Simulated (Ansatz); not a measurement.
**Nudged elastic band run: AlFH$_{3}$NSi**

input.yaml

```yaml
crystal:
  periodic: [false, false, false]
  atoms:
    - { symbol: F, position_ang: [-1.360816, -1.870934, 0.240567] }
    - { symbol: Si, position_ang: [-0.282817, -0.873571, -0.479052] }
    - { symbol: "N", position_ang: [0.62588, 0.145441, 0.61919] }
    - { symbol: Al, position_ang: [-0.30242, 1.413542, -0.256412] }
    - { symbol: H, position_ang: [0.505467, -1.796397, -1.349563] }
    - { symbol: H, position_ang: [1.300424, -0.07448, 1.348369] }
    - { symbol: H, position_ang: [-0.424618, 2.988301, -0.1687] }
basis:
  gaussian: { orbitals: def2-SVP }
hamiltonian:
  xc: pbe0
neb:
  order_check: false
  images: 7
  f_tol: 0.05
  max_iterations: 60
  final_atoms:
    - { symbol: F, position_ang: [-1.51151368, -0.27504986, 0.76946035] }
    - { symbol: Si, position_ang: [-0.78768294, -1.4465616, -0.64612119] }
    - { symbol: "N", position_ang: [0.80751532, -0.43319887, 0.00965389] }
    - { symbol: Al, position_ang: [-0.62757149, 0.85698469, -0.41280696] }
    - { symbol: H, position_ang: [1.59204735, -0.47886338, -0.64291531] }
    - { symbol: H, position_ang: [1.15808022, -0.68869715, 0.93598235] }
    - { symbol: H, position_ang: [-0.56977479, 2.39728817, -0.05885413] }
  initial_path:
    images:
      - { positions_ang: [[-1.360816, -1.870934, 0.240567], [-0.282817, -0.873571, -0.479052], [0.62588, 0.145441, 0.61919], [-0.30242, 1.413542, -0.256412], [0.505467, -1.796397, -1.349563], [1.300424, -0.07448, 1.348369], [-0.424618, 2.988301, -0.1687]] }
      - { positions_ang: [[-1.35372524, -1.87398149, 0.31660101], [-0.34595178, -0.8813265, -0.50408873], [0.69281957, 0.06666388, 0.50991793], [-0.26885667, 1.39360366, -0.19921532], [0.56411387, -1.56776589, -1.24182516], [1.20275433, -0.15822634, 1.31196185], [-0.43005407, 2.95293469, -0.23895258]] }
      - { positions_ang: [[-1.34663449, -1.87702898, 0.39263502], [-0.40908657, -0.889082, -0.52912546], [0.75975913, -0.01211323, 0.40064586], [-0.23529334, 1.37366532, -0.14201863], [0.62276073, -1.33913479, -1.13408732], [1.10508467, -0.24197269, 1.27555469], [-0.43549014, 2.91756837, -0.30920516]] }
      - { positions_ang: [[-1.33954373, -1.88007647, 0.46866904], [-0.47222135, -0.89683751, -0.55416219], [0.8266987, -0.09089035, 0.2913738], [-0.20173001, 1.35372698, -0.08482195], [0.6814076, -1.11050368, -1.02634948], [1.007415, -0.32571903, 1.23914754], [-0.4409262, 2.88220206, -0.37945775]] }
      - { positions_ang: [[-1.33245298, -1.88312396, 0.54470305], [-0.53535614, -0.90459301, -0.57919893], [0.89363826, -0.16966747, 0.18210173], [-0.16816668, 1.33378864, -0.02762526], [0.74005447, -0.88187257, -0.91861164], [0.90974533, -0.40946537, 1.20274038], [-0.44636227, 2.84683574, -0.44971033]] }
      - { positions_ang: [[-1.37721815, -1.48110544, 0.60089237], [-0.59843784, -1.04008516, -0.59592949], [0.87210753, -0.23555032, 0.13898977], [-0.28301788, 1.21458765, -0.12392069], [0.95305269, -0.78112027, -0.84968756], [0.97182905, -0.47927332, 1.13605088], [-0.4772154, 2.73444885, -0.35199628]] }
      - { positions_ang: [[-1.42198333, -1.07908691, 0.6570817], [-0.66151954, -1.1755773, -0.61266006], [0.85057679, -0.30143317, 0.09587781], [-0.39786908, 1.09538667, -0.22021611], [1.16605091, -0.68036797, -0.78076348], [1.03391278, -0.54908126, 1.06936137], [-0.50806853, 2.62206195, -0.25428223]] }
      - { positions_ang: [[-1.4667485, -0.67706838, 0.71327102], [-0.72460124, -1.31106945, -0.62939063], [0.82904605, -0.36731602, 0.05276585], [-0.51272028, 0.97618568, -0.31651153], [1.37904913, -0.57961568, -0.7118394], [1.0959965, -0.61888921, 1.00267186], [-0.53892166, 2.50967506, -0.15656818]] }
      - { positions_ang: [[-1.51151368, -0.27504986, 0.76946035], [-0.78768294, -1.4465616, -0.64612119], [0.80751532, -0.43319887, 0.00965389], [-0.62757149, 0.85698469, -0.41280696], [1.59204735, -0.47886338, -0.64291531], [1.15808022, -0.68869715, 0.93598235], [-0.56977479, 2.39728817, -0.05885413]] }
```

Launched with:

```bash
$ ansatz run input.yaml --threads 1 --pin off --max-ram 2048MiB --backend cpu --events-out ev --progress --plain --runs-dir out
```

Output, in part (warnings, iteration lines, the closing report on the highest movable image, with atoms numbered from 0):

```
NEB end point (image 0): max|allowed force component| = 1.279e-2 eV/Å (the criterion of neb.relax_end_points is 1.000e-2)
NEB end point (image 8): max|allowed force component| = 1.020e-2 eV/Å (the criterion of neb.relax_end_points is 1.000e-2)
NEB iter   1: max|band force component| = 8.370e0 eV/Å  barrier→ = 4.9604 eV  barrier← = 4.2320 eV  Δτ_max = 0.1955 Å  (244 SCF iters)
NEB iter   2: max|band force component| = 3.950e0 eV/Å  barrier→ = 3.6807 eV  barrier← = 2.9522 eV  Δτ_max = 0.2000 Å  (206 SCF iters)
NEB iter   3: max|band force component| = 1.457e0 eV/Å  barrier→ = 2.8736 eV  barrier← = 2.1451 eV  Δτ_max = 0.2000 Å  (208 SCF iters)
NEB iter   4: max|band force component| = 1.644e0 eV/Å  barrier→ = 2.4646 eV  barrier← = 1.7362 eV  Δτ_max = 0.1007 Å  (204 SCF iters)
NEB iter   5: max|band force component| = 1.650e0 eV/Å  barrier→ = 2.6700 eV  barrier← = 1.9415 eV  Δτ_max = 0.0992 Å  (200 SCF iters)
NEB iter   6: max|band force component| = 1.479e0 eV/Å  barrier→ = 2.7424 eV  barrier← = 2.0140 eV  Δτ_max = 0.1018 Å  (197 SCF iters)
NEB iter   7: max|band force component| = 8.592e-1 eV/Å  barrier→ = 2.6525 eV  barrier← = 1.9241 eV  Δτ_max = 0.1038 Å  (198 SCF iters)
NEB iter   8: max|band force component| = 6.907e-1 eV/Å  barrier→ = 2.5960 eV  barrier← = 1.8675 eV  Δτ_max = 0.0859 Å  (197 SCF iters)
NEB iter   9: max|band force component| = 1.222e0 eV/Å  barrier→ = 2.5955 eV  barrier← = 1.8671 eV  CI = image 3  Δτ_max = 0.0961 Å  (199 SCF iters)
NEB iter  10: max|band force component| = 5.333e-1 eV/Å  barrier→ = 2.6409 eV  barrier← = 1.9125 eV  CI = image 3  Δτ_max = 0.0970 Å  (190 SCF iters)
NEB iter  11: max|band force component| = 2.863e-1 eV/Å  barrier→ = 2.6534 eV  barrier← = 1.9249 eV  CI = image 3  Δτ_max = 0.0615 Å  (200 SCF iters)
NEB iter  12: max|band force component| = 1.603e-1 eV/Å  barrier→ = 2.6427 eV  barrier← = 1.9143 eV  CI = image 3  Δτ_max = 0.0267 Å  (191 SCF iters)
NEB iter  13: max|band force component| = 9.956e-2 eV/Å  barrier→ = 2.6409 eV  barrier← = 1.9124 eV  CI = image 3  Δτ_max = 0.0133 Å  (184 SCF iters)
NEB iter  14: max|band force component| = 5.621e-2 eV/Å  barrier→ = 2.6401 eV  barrier← = 1.9116 eV  CI = image 3  Δτ_max = 0.0038 Å  (167 SCF iters)
NEB iter  15: max|band force component| = 1.917e-2 eV/Å  barrier→ = 2.6400 eV  barrier← = 1.9115 eV  CI = image 3  Δτ_max = 0.0000 Å  (352 SCF iters)
Total energy: -18710.46876818 eV, -687.5970448194 hartree
Atom 0 at    -1.668229    -1.639088     0.424256 Å, force     0.000246     0.002195     0.000172 eV/Å
Atom 1 at    -0.657803    -1.059140    -0.741527 Å, force     0.001829    -0.004171    -0.000321 eV/Å
Atom 2 at     0.813605     0.042219     0.269033 Å, force     0.007526     0.003848     0.012130 eV/Å
Atom 3 at    -0.284907     1.262674    -0.360418 Å, force    -0.009529     0.000284    -0.010687 eV/Å
Atom 4 at     0.894576    -1.164302    -0.543488 Å, force    -0.001304     0.003625     0.001010 eV/Å
Atom 5 at     1.497722    -0.291162     0.939772 Å, force    -0.000384    -0.008068    -0.005155 eV/Å
Atom 6 at    -0.533864     2.780702    -0.033230 Å, force     0.001616     0.002287     0.002851 eV/Å
Dipole moment:     0.281014     0.368719    -0.023780 e Å
```

The run converged. Neighbouring images differ by up to 1.3 eV, so the band resolves the path poorly. A vibrational analysis at the climbing image gives one clearly imaginary mode, 1487i cm⁻¹: a first-order saddle point. The orbitals stay closed-shell, which can raise the energy where a bond breaks towards radicals; this wasn't checked here.

Final band (atoms are numbered from 1 in the order of the input):

```tsv
image	path coordinate (Å)	energy (eV)	Si2–H5 (Å)	F1–Al4 (Å)	N3–H5 (Å)
0	0.00	0.00	1.49	3.49	2.77
1	0.54	0.24	1.48	3.43	2.48
2	1.08	1.37	1.46	3.38	2.00
3	1.62	2.64	1.57	3.31	1.46
4	2.20	1.51	2.05	3.22	1.04
5	2.77	1.10	2.37	3.11	1.02
6	3.35	0.94	2.55	2.89	1.02
7	3.92	0.91	2.59	2.35	1.02
8	4.50	0.73	2.57	1.86	1.02
```

Time of the run: 2.5 min on 1 thread of Intel(R) Xeon(R) 6975P-C (Granite Rapids), on a shared host, peak memory 0.17 GiB.
